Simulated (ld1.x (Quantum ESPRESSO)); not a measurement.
**calcium (Ca): one change to a TM potential, before and after**

```
Element                 : Ca (Z = 20)
Generator               : ld1.x (Quantum ESPRESSO) 7.5
Type                    : norm-conserving Troullier–Martins (Kleinman–Bylander form)
Functional              : PBE
Relativity              : scalar-relativistic
Frozen core             : [Ne] 3s2
Valence charge          : 8
Reference configuration : 3p6 3d0 4s2 4p0
Partial waves           : 4s (bound): rc 3.55 bohr; 3p (bound): rc 1.55 bohr; 3d (bound, empty): rc 1.70 bohr
Local potential         : all-electron potential smoothed inside 1.60 bohr (lloc = -2)
Core correction         : none
```

All-electron outer shells of the reference configuration (PBE, scalar-relativistic, ld1.x):

| shell | level (eV) | outermost node (bohr) | outermost maximum (bohr) |
| --- | --- | --- | --- |
| 2p | -334.74 | – | 0.25 |
| 3s | -47.09 | 0.45 | 0.99 |
| 3p | -28.01 | 0.42 | 1.04 |
| 4s | -3.77 | 1.43 | 3.42 |
| 3d | -1.95 | – | 1.27 |
| 4p | -1.40 | 1.63 | 4.39 |

Change: all radii scaled by about 1.36 (s 4.82, p 2.10, d 2.32 bohr); local potential all-electron potential smoothed inside 2.18 bohr (lloc = -2).

Cutoffs: the cutoffs (Ry, on a coarse ladder) from which the occupation-weighted sum of valence levels, in a spherical-Bessel basis at the reference potential, stays within 10 and 1 mRy of its value at 400 Ry; they do not see the model core or the augmentation charge, which bear on the density cutoff. Errors are all-electron minus pseudo energies relative to the spin-unpolarised reference configuration.

Problem. Predict the effect on cutoff, ghosts and configuration errors.

Solution. The potential gets neither clearly harder nor softer (30 Ry and 55 Ry → 30 Ry and 50 Ry); the bound ghost in s disappears; the number of tests that count goes from 6 to 7; of the 6 tests that both files solve, the error grows in 5 and shrinks in 0 by more than 15 % and 0.3 meV (median size 3.1 → 42.5 meV). More of the atom is replaced by a form fitted at one configuration, so other configurations suffer.

```tsv
quantity	base	changed
cutoff, loose	30 Ry	30 Ry
cutoff, tight	55 Ry	50 Ry
bound ghosts	s	none
tests counted (converged, no solver errors)	6 of 7	7 of 7
error for 3p6 3d0 4s1 4p0, meV [ΔE 6.31 eV]	-1.4	+8.7
error for 3p6 3d0 4s0 4p0, meV [ΔE 18.13 eV]	+39	-109
error for 3p6 3d0 4s1.5 4p0, meV [ΔE 2.50 eV]	-0.9	+2.7
error for 3p6 3d0 4s1 4p1, meV [ΔE 2.42 eV]	-4.8	-69
error for 3p6 3d0.5 4s1.5 4p0, meV [ΔE 1.05 eV]	-15	+16
error for 3p6 3d0 4s0 4p1, meV [ΔE 9.36 eV]	+0.2	-189
```

Base: The cutoffs count occupied waves only; the empty 3d level needs 50 Ry at the loose tolerance. Tests not counted: 3p5 3d0 4s2 4p0 (solver errors, printed error -12.8 eV). ld1.x printed “convergence not achieved” for 3 of the counted tests; their residual had stalled under 1e-8, short of the target of 1e-14. Changed file: These tests converged, but a pseudo level misses the all-electron one widely, so the file describes the atom poorly there or has found another state: 3p5 3d0 4s2 4p0: 3p by 3.2 eV (a node warning on the way). ld1.x printed “convergence not achieved” for 2 of the counted tests; their residual had stalled under 1e-8, short of the target of 1e-14. A true bound ghost makes a file unfit for plane-wave use even where its test errors are small: the radial tests pick states by their node count and pass the ghost by. Where a test does run into it, the solver fails or the error is huge.
